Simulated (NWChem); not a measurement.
System: C₂H₆B, doublet; SMILES C[B]C

The following NWChem deck was run.

```
start job
memory heap 200 mb stack 900 mb global 1100 mb
geometry units angstroms noautoz
  C     -1.403570     0.008968    -0.119880
  B      0.000000     0.000000     0.539114
  C      1.403570    -0.008968    -0.119880
  H     -1.679296    -1.062138    -0.202092
  H     -2.194930     0.481610     0.480597
  H     -1.420317     0.418164    -1.146803
  H      1.420317    -0.418164    -1.146803
  H      2.194930    -0.481610     0.480597
  H      1.679296     1.062138    -0.202092
end
basis spherical
  C library sto-3g
  B library sto-3g
  H library sto-3g
end
dft
  odft
  mult 2
  xc b3lyp
  iterations 150
  mulliken
end
task dft gradient
```

Parts of the log:

```
             Northwest Computational Chemistry Package (NWChem) 7.3.0
             --------------------------------------------------------

 C2  symmetry detected

                             Geometry "geometry" -> ""
                             -------------------------

 Output coordinates in angstroms (scale by  1.889725989 to convert to a.u.)

  No.       Tag          Charge          X              Y              Z
 ---- ---------------- ---------- -------------- -------------- --------------
    1 C                    6.0000    -1.40357469     0.00820098    -0.09902843
    2 B                    5.0000     0.00000000     0.00000000     0.55996557
    3 C                    6.0000     1.40357469    -0.00820098    -0.09902843
    4 H                    1.0000    -1.67871532    -1.06305554    -0.18124043
    5 H                    1.0000    -2.19519286     0.48041045     0.50144857
    6 H                    1.0000    -1.42054530     0.41738777    -1.12595143
    7 H                    1.0000     1.42054530    -0.41738777    -1.12595143
    8 H                    1.0000     2.19519286    -0.48041045     0.50144857
    9 H                    1.0000     1.67871532     1.06305554    -0.18124043

 Effective nuclear repulsion energy (a.u.)      60.5371484916

      Symmetry information
      --------------------

 Group name             C2
 Group number              4
 Group order               2
 No. of unique centers     5

                                 NWChem DFT Module
                                 -----------------

 Summary of "ao basis" -> "ao basis" (spherical)
 ------------------------------------------------------------------------------
       Tag                 Description            Shells   Functions and Types
 ---------------- ------------------------------  ------  ---------------------
 C                           sto-3g                  3        5   2s1p
 B                           sto-3g                  3        5   2s1p
 H                           sto-3g                  1        1   1s

      Symmetry analysis of basis
      --------------------------

        a          11
        b          10

            General Information
            -------------------
          SCF calculation type: DFT
          Wavefunction type:  spin polarized.
          No. of atoms     :     9
          No. of electrons :    23
           Alpha electrons :    12
            Beta electrons :    11
          Charge           :     0
          Spin multiplicity:     2
          Use of symmetry is: on ; symmetry adaption is: on
          Maximum number of iterations: 150
          AO basis - number of functions:    21
                     number of shells:    15
          Convergence on energy requested:  1.00D-06
          Convergence on density requested:  1.00D-05
          Convergence on gradient requested:  5.00D-04

              XC Information
              --------------
                         B3LYP Method XC Potential
                     Hartree-Fock (Exact) Exchange  0.200
                        Slater Exchange Functional  0.800 local
                    Becke 1988 Exchange Functional  0.720 non-local
              Lee-Yang-Parr Correlation Functional  0.810
                  VWN I RPA Correlation Functional  0.190 local

             Grid Information
             ----------------
          Grid used for XC integration:  medium
          Radial quadrature: Mura-Knowles
          Angular quadrature: Lebedev.
          Tag              B.-S. Rad. Rad. Pts. Rad. Cut. Ang. Pts.
          ---              ---------- --------- --------- ---------
          C                   0.70       49          10.0       434
          B                   0.85       49           7.0       434
          H                   0.35       45          11.0       434
          Grid pruning is: on
          Number of quadrature shells:   233
          Spatial weights used:  Erf1

      Superposition of Atomic Density Guess
      -------------------------------------

 Sum of atomic energies:        -101.31375236

      Non-variational initial energy
      ------------------------------

 Total energy =    -101.795096
 1-e energy   =    -257.344031
 2-e energy   =      95.011787
 HOMO         =       0.125285
 LUMO         =       0.238703

   Symmetry analysis of molecular orbitals - initial alpha
   -------------------------------------------------------

  Numbering of irreducible representations:

     1 a           2 b

  Orbital symmetries:

     1 a           2 b           3 a           4 a           5 b
     6 a           7 a           8 b           9 b          10 a
    11 b          12 a          13 b          14 a          15 a
    16 b          17 a          18 b          19 b          20 a
    21 b

   Symmetry analysis of molecular orbitals - initial beta
   ------------------------------------------------------

  Numbering of irreducible representations:

     1 a           2 b

  Orbital symmetries:

     1 a           2 b           3 a           4 a           5 b
     6 a           7 a           8 b           9 b          10 a
    11 b          12 a          13 b          14 a          15 a
    16 b          17 a          18 b          19 b          20 a
    21 b

     ---------------------------------------------
      Total Density - Mulliken Population Analysis
     ---------------------------------------------

    Atom       Charge   Shell Charges
 -----------   ------   -------------------------------------------------------
    1 C    6     6.29   1.99  1.33  2.97
    2 B    5     4.79   1.99  1.33  1.47
    3 C    6     6.29   1.99  1.33  2.97
    4 H    1     0.93   0.93
    5 H    1     0.94   0.94
    6 H    1     0.94   0.94
    7 H    1     0.94   0.94
    8 H    1     0.94   0.94
    9 H    1     0.93   0.93

     --------------------------------------------
      Spin Density - Mulliken Population Analysis
     --------------------------------------------

    Atom       Charge   Shell Charges
 -----------   ------   -------------------------------------------------------
    1 C    6     0.07   0.00  0.01  0.05
    2 B    5     0.78   0.00  0.17  0.62
    3 C    6     0.07   0.00  0.01  0.05
    4 H    1     0.00   0.00
    5 H    1     0.01   0.01
    6 H    1     0.03   0.03
    7 H    1     0.03   0.03
    8 H    1     0.01   0.01
    9 H    1     0.00   0.00

   convergence    iter        energy       DeltaE   RMS-Dens  Diis-err
 ---------------- ----- ----------------- --------- --------- ---------
 d= 0,ls=0.0,diis     1   -103.2988679486 -1.64D+02  1.82D-02  3.05D-02
                                                     1.47D-02  3.56D-02
 d= 0,ls=0.0,diis     2   -103.3294952639 -3.06D-02  4.25D-03  2.41D-03
                                                     3.03D-03  1.61D-03
 d= 0,ls=0.0,diis     3   -103.3304546244 -9.59D-04  1.22D-03  7.93D-04
                                                     1.53D-03  1.08D-03
 d= 0,ls=0.0,diis     4   -103.3310473459 -5.93D-04  3.14D-04  1.22D-05
                                                     1.18D-04  1.12D-06
 d= 0,ls=0.0,diis     5   -103.3310552834 -7.94D-06  4.34D-05  2.85D-07
                                                     7.60D-05  9.44D-07
 d= 0,ls=0.0,diis     6   -103.3310559848 -7.01D-07  2.15D-05  4.45D-08
                                                     1.73D-05  3.23D-08
 d= 0,ls=0.0,diis     7   -103.3310560422 -5.75D-08  4.08D-06  1.63D-09
                                                     3.27D-06  1.16D-09

         Total DFT energy =     -103.331056042237
      One electron energy =     -258.026842235957
           Coulomb energy =      111.402980470780
    Exchange-Corr. energy =      -17.244342768681
 Nuclear repulsion energy =       60.537148491621

 Numeric. integr. density =       23.000002859087

                  Occupations of the irreducible representations
                  ----------------------------------------------

                     irrep           alpha         beta
                     --------     --------     --------
                     a                 7.0          6.0
                     b                 5.0          5.0

                    DFT Final Alpha Molecular Orbital Analysis
                    ------------------------------------------

 Vector   10  Occ=1.000000D+00  E=-3.418133D-01  Symmetry=a
              MO Center=  8.8D-15, -1.0D-15, -8.8D-02, r^2= 3.6D+00
   Bfn.  Coefficient  Atom+Function         Bfn.  Coefficient  Atom+Function
  ----- ------------  ---------------      ----- ------------  ---------------
     4      0.395586  1 C  py                14     -0.395586  3 C  py
    16     -0.376963  4 H  s                 21     -0.376963  9 H  s
     7      0.185578  2 B  s                 17      0.163270  5 H  s
    20      0.163270  8 H  s                 18      0.101093  6 H  s
    19      0.101093  7 H  s                  6     -0.064820  2 B  s

 Vector   11  Occ=1.000000D+00  E=-2.722784D-01  Symmetry=b
              MO Center=  4.3D-17, -2.1D-16,  1.5D-01, r^2= 2.4D+00
   Bfn.  Coefficient  Atom+Function         Bfn.  Coefficient  Atom+Function
  ----- ------------  ---------------      ----- ------------  ---------------
     3      0.445184  1 C  px                13      0.445184  3 C  px
     8     -0.434533  2 B  px                17     -0.192751  5 H  s
    20      0.192751  8 H  s                 16     -0.132357  4 H  s
    21      0.132357  9 H  s                  2      0.113323  1 C  s
    12     -0.113323  3 C  s                  5      0.099923  1 C  pz

 Vector   12  Occ=1.000000D+00  E=-8.422504D-02  Symmetry=a
              MO Center= -6.6D-16,  1.1D-16,  7.2D-01, r^2= 1.5D+00
   Bfn.  Coefficient  Atom+Function         Bfn.  Coefficient  Atom+Function
  ----- ------------  ---------------      ----- ------------  ---------------
    10      0.815534  2 B  pz                 7      0.514065  2 B  s
    18      0.209423  6 H  s                 19      0.209423  7 H  s
     3     -0.141557  1 C  px                13      0.141557  3 C  px
     5     -0.133545  1 C  pz                15     -0.133545  3 C  pz
    17     -0.129532  5 H  s                 20     -0.129532  8 H  s

 Vector   13  Occ=0.000000D+00  E= 8.310501D-02  Symmetry=b
              MO Center= -1.0D-17,  3.2D-17,  4.7D-01, r^2= 1.5D+00
   Bfn.  Coefficient  Atom+Function         Bfn.  Coefficient  Atom+Function
  ----- ------------  ---------------      ----- ------------  ---------------
     9      0.972789  2 B  py                16      0.270876  4 H  s
    21     -0.270876  9 H  s                 17     -0.132000  5 H  s
    20      0.132000  8 H  s                 18     -0.126651  6 H  s
    19      0.126651  7 H  s                  8      0.048502  2 B  px

 Vector   14  Occ=0.000000D+00  E= 4.105255D-01  Symmetry=a
              MO Center=  3.4D-15, -3.2D-16,  1.8D-01, r^2= 3.0D+00
   Bfn.  Coefficient  Atom+Function         Bfn.  Coefficient  Atom+Function
  ----- ------------  ---------------      ----- ------------  ---------------
     7      0.837853  2 B  s                  5     -0.588639  1 C  pz
    15     -0.588639  3 C  pz                17      0.561160  5 H  s
    20      0.561160  8 H  s                  2     -0.478672  1 C  s
    12     -0.478672  3 C  s                 10     -0.340717  2 B  pz
     4     -0.264994  1 C  py                14      0.264994  3 C  py

 Vector   15  Occ=0.000000D+00  E= 4.393425D-01  Symmetry=a
              MO Center= -3.0D-14, -5.2D-15, -2.5D-01, r^2= 3.5D+00
   Bfn.  Coefficient  Atom+Function         Bfn.  Coefficient  Atom+Function
  ----- ------------  ---------------      ----- ------------  ---------------
     4      0.707223  1 C  py                14     -0.707223  3 C  py
    16      0.666219  4 H  s                 21      0.666219  9 H  s
    18     -0.470571  6 H  s                 19     -0.470571  7 H  s
     5     -0.287089  1 C  pz                15     -0.287089  3 C  pz
     7      0.216264  2 B  s                 17     -0.145798  5 H  s

                     DFT Final Beta Molecular Orbital Analysis
                     -----------------------------------------

 Vector    9  Occ=1.000000D+00  E=-3.452546D-01  Symmetry=b
              MO Center=  5.1D-14, -9.1D-15, -2.4D-01, r^2= 3.6D+00
   Bfn.  Coefficient  Atom+Function         Bfn.  Coefficient  Atom+Function
  ----- ------------  ---------------      ----- ------------  ---------------
     5      0.392531  1 C  pz                15     -0.392531  3 C  pz
    18     -0.314277  6 H  s                 19      0.314277  7 H  s
    17      0.271428  5 H  s                 20     -0.271428  8 H  s
     8     -0.105575  2 B  px                 3     -0.097703  1 C  px
    13     -0.097703  3 C  px                16     -0.035765  4 H  s

 Vector   10  Occ=1.000000D+00  E=-3.381017D-01  Symmetry=a
              MO Center= -4.1D-16, -4.4D-15, -1.8D-02, r^2= 3.3D+00
   Bfn.  Coefficient  Atom+Function         Bfn.  Coefficient  Atom+Function
  ----- ------------  ---------------      ----- ------------  ---------------
    16     -0.351194  4 H  s                 21     -0.351194  9 H  s
     4      0.344941  1 C  py                14     -0.344941  3 C  py
     7      0.292711  2 B  s                  5      0.175031  1 C  pz
    15      0.175031  3 C  pz                17      0.163338  5 H  s
    20      0.163338  8 H  s                  3      0.129968  1 C  px

 Vector   11  Occ=1.000000D+00  E=-2.640051D-01  Symmetry=b
              MO Center=  9.1D-17, -2.4D-17,  1.5D-01, r^2= 2.4D+00
   Bfn.  Coefficient  Atom+Function         Bfn.  Coefficient  Atom+Function
  ----- ------------  ---------------      ----- ------------  ---------------
     3      0.451324  1 C  px                13      0.451324  3 C  px
     8     -0.419712  2 B  px                17     -0.186191  5 H  s
    20      0.186191  8 H  s                 16     -0.129380  4 H  s
    21      0.129380  9 H  s                  2      0.124574  1 C  s
    12     -0.124574  3 C  s                  5      0.115283  1 C  pz

 Vector   12  Occ=0.000000D+00  E= 1.078346D-01  Symmetry=a
              MO Center=  8.2D-17, -2.0D-16,  8.1D-01, r^2= 1.3D+00
   Bfn.  Coefficient  Atom+Function         Bfn.  Coefficient  Atom+Function
  ----- ------------  ---------------      ----- ------------  ---------------
    10      0.787971  2 B  pz                 7      0.591445  2 B  s
    18      0.219066  6 H  s                 19      0.219066  7 H  s
     3     -0.149626  1 C  px                13      0.149626  3 C  px
    17     -0.147506  5 H  s                 20     -0.147506  8 H  s
     6     -0.145866  2 B  s                  2     -0.140383  1 C  s

[...]

                         DFT ENERGY GRADIENTS

    atom               coordinates                        gradient
                 x          y          z           x          y          z
   1 C      -2.652372   0.015498  -0.187137    0.003658   0.005380   0.008064
   2 B       0.000000   0.000000   1.058181    0.000000   0.000000  -0.015933
   3 C       2.652372  -0.015498  -0.187137   -0.003658  -0.005380   0.008064
   4 H      -3.172312  -2.008884  -0.342495    0.001792  -0.001397   0.001338
   5 H      -4.148313   0.907844   0.947600   -0.000371  -0.001723   0.000773
   6 H      -2.684441   0.788749  -2.127740    0.002509  -0.000290  -0.002208
   7 H       2.684441  -0.788749  -2.127740   -0.002509   0.000290  -0.002208
   8 H       4.148313  -0.907844   0.947600    0.000371   0.001723   0.000773
   9 H       3.172312   2.008884  -0.342495   -0.001792   0.001397   0.001338
```

Level: B3LYP/STO-3G, spin-unrestricted. In the optimisation the excess spin sits in a (C2, its own frame). Geometry: optimised at PBE0/def2-SVP, spin-unrestricted. No stability test was run on the SCF state.
